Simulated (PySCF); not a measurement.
C₈H₈Se, SMILES [SeH]/C=C\c1ccccc1, GFN2-xTB optimised geometry.

```
17

Se     0.49    -3.00     1.30
C     -1.15    -2.48     0.50
C     -1.48    -1.28     0.02
C     -0.69    -0.06     0.00
C     -1.35     1.17    -0.03
C     -0.65     2.36    -0.02
C      0.74     2.34     0.00
C      1.41     1.13     0.00
C      0.70    -0.06     0.00
H     -0.05    -4.23     1.84
H     -1.86    -3.30     0.46
H     -2.49    -1.17    -0.36
H     -2.43     1.19    -0.04
H     -1.18     3.30    -0.04
H      1.29     3.27     0.00
H      2.49     1.11     0.00
H      1.25    -1.00    -0.05
```

Density from B3LYP/def2-SVP in PySCF 2.14.0 at that geometry.

Minimum of the electron density along straight lines between bonded atoms, close to the bond critical point (lines longer than 1.1 times the sum of covalent radii, or with two minima, are not listed):

```csv
bond,length / Å,ρ at the minimum / e bohr⁻³,∇²ρ there / e bohr⁻⁵,position (fraction from the first atom)
Se1–C2,1.900,0.160,?,0.51
C2–C3,1.335,0.336,?,0.51
C3–C4,1.454,0.278,-0.68,0.50
C4–C5,1.398,0.308,-0.78,0.50
C5–C6,1.380,0.317,-0.82,0.50
C6–C7,1.386,0.314,-0.81,0.50
C7–C8,1.385,0.314,-0.81,0.50
C4–C9,1.394,0.309,-0.79,0.50
C8–C9,1.382,0.316,-0.82,0.50
Se1–H10,1.450,0.181,?,0.61
C2–H11,1.081,0.283,-1.08,0.64
C3–H12,1.085,0.280,-1.05,0.63
C5–H13,1.081,0.283,-1.07,0.63
C6–H14,1.081,0.284,-1.08,0.63
C7–H15,1.080,0.284,-1.08,0.63
C8–H16,1.080,0.284,-1.08,0.63
C9–H17,1.084,0.283,-1.06,0.63
```

Q: Fill in the missing entries.

A: 
- Se1–C2, ∇²ρ there / e bohr⁻⁵: -0.18
- C2–C3, ∇²ρ there / e bohr⁻⁵: -0.88
- Se1–H10, ∇²ρ there / e bohr⁻⁵: -0.22
